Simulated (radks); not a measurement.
Excited configurations of neutral lanthanum: one electron is placed in a higher orbital outside [Xe] 5d2. The ground configuration is [Xe] 5d1 6s2. All-electron calculation, scalar-relativistic Kohn-Sham, PBEsol, spin-unpolarised, spherical densities, point nucleus. Program: a radial shooting solver on a logarithmic mesh with Libxc functionals. Excitation = E - E(ground); binding = E(ion) - E, where the ion is the core of charge +1; n* = 1/sqrt(2 binding) in atomic units, and the quantum defect is n - n*.

outer orbital  excitation (eV)  binding (eV)     n*  quantum defect  eigenvalue (eV)  <r> (bohr)
6s                       0.809         5.247  1.610           4.390           -3.156       4.588
6p                       2.960         3.096  2.096           3.904           -1.586       6.221
6f                       5.423         0.633  4.637           1.363           -0.361       29.11
7d                       5.169         0.887  3.916           3.084           -0.512       22.14

Estimate the row for 5f.

Answer. excitation (eV) 5.144; binding (eV) 0.912; n* 3.862; quantum defect 1.138; eigenvalue (eV) -0.425; <r> (bohr) 17.18. The Delta-SCF ionisation energy is 6.056 eV (NIST Atomic Spectra Database: 5.577 eV, measured). Self-interaction in the functional shifts the binding energies and quantum defects, so they are the method's values and not measured ones. Spin polarisation and multiplet splitting are left out, so open shells lie too high by an amount that depends on their filling. Spin-orbit splitting is averaged out at the scalar-relativistic level.

Beside tabulated values, note that spin-unpolarised runs miss the spin-polarisation part of the exchange energy of open shells.
